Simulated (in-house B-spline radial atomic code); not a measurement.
A calculation on Co IV (Co3+): its settings, and results tabulated from the run. Computed with a radial B-spline atomic code at the basis-set limit: non-relativistic PBE, spin-polarised, spherical fractional occupations, point nucleus, inside a hard spherical wall at 3.56 bohr.

Command:
```bash
python run_scf.py task.json out
```
Settings:
```
Z                27
configuration    [Ne] 3s2 3p5 3d7
hamiltonian      nr
method           pbe,pbe
spin_polarised   True
wall_radius      3.56
```

Output (hartree, bohr):
```
 radial grid: 41 intervals, B-splines of order 8, outer radius 3.56 bohr

 iter        energy (Eh)    residual
    1       -1364.486548    5.58e-01
    2       -1369.392783    6.57e-01
    3       -1377.872189    9.52e-02
    4       -1378.165466    2.28e-02
    5       -1378.171847    4.57e-03
    6       -1378.171988    8.45e-04
    7       -1378.171998    6.91e-04
    8       -1378.172012    1.06e-05
    9       -1378.172012    6.31e-07
   10       -1378.172012    3.12e-08

 total energy                     -1378.17201
 kinetic                            1377.3208
 electron-nucleus                  -3250.5344
 Hartree                             552.8932
 exchange-correlation                -57.8516

 orbital      occ     eigenvalue          <r>       <r^2>       <1/r>       r_max
 1s up      1.000      -277.8069     0.056905  0.00434096     26.5152      0.0375
 1s down    1.000      -277.7885    0.0569019  0.00434047     26.5163      0.0375
 2s up      1.000       -33.9575     0.258768   0.0789757      5.7064       0.216
 2s down    1.000       -33.8783     0.258401   0.0787295     5.71396      0.2159
 2p up      3.000       -29.6889     0.226221   0.0627962     5.66376      0.1731
 2p down    3.000       -29.6193     0.225872   0.0625737     5.66986      0.1731
 3s up      1.000        -5.1785     0.774717     0.69118     1.82287      0.6741
 3s down    1.000        -4.9843       0.7792    0.699914     1.81072      0.6755
 3p up      3.000        -3.8911     0.804607    0.759764     1.70439      0.6777
 3p down    2.000        -3.7015      0.81199    0.775242     1.68914        0.68
 3d up      5.000        -1.7560     0.912079     1.03571     1.41066      0.6499
 3d down    2.000        -1.5840       0.9412     1.10994     1.37955      0.6575
```

Run time, properties included: 0.07 s on 1 thread of Arm Neoverse V1, on a shared host.
